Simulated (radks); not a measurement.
Question: The mean radii <r> (bohr) of the occupied orbitals of an atom or ion are listed with their occupations. Method: non-relativistic Kohn-Sham, revTPSS, spin-polarised, spherical densities, point nucleus; meta-GGA in the generalised Kohn-Sham scheme; computed with a radial shooting solver on a logarithmic mesh with Libxc functionals.

orbital  occ.      <r>
1s up       1  0.02075
1s down     1  0.02075
2s up       1  0.08772
2s down     1  0.08772
2p up       3  0.07425
2p down     3  0.07425
3s up       1   0.2231
3s down     1   0.2231
3p up       3   0.2132
3p down     3   0.2132
3d up       5   0.1872
3d down     5   0.1872
4s up       1   0.4987
4s down     1   0.4988
4p up       3   0.5068
4p down     3   0.5068
4d up       5   0.5257
4d down     5   0.5253
5s up       1    1.198
5s down     1    1.190
5p up       3    1.323
5p down     2    1.317
4f up       7   0.6179
4f down     7   0.6118
5d up       3    1.854
6s up       1    3.132
6s down     1    3.278

Name the element and its charge. Open shells, if any, are filled with parallel spins first.

Answer: Z = 73, tantalum, charge +1: Ta+ in [Kr] 4d10 4f14 5s2 5p5 5d3 6s2. The 1s radius gives Z: for a bare nucleus <r> = 1.5/Z, 0.02055 bohr for Z = 73, and screening makes it slightly larger (0.02075 here). The occupations add up to 72, and the charge is Z minus that.
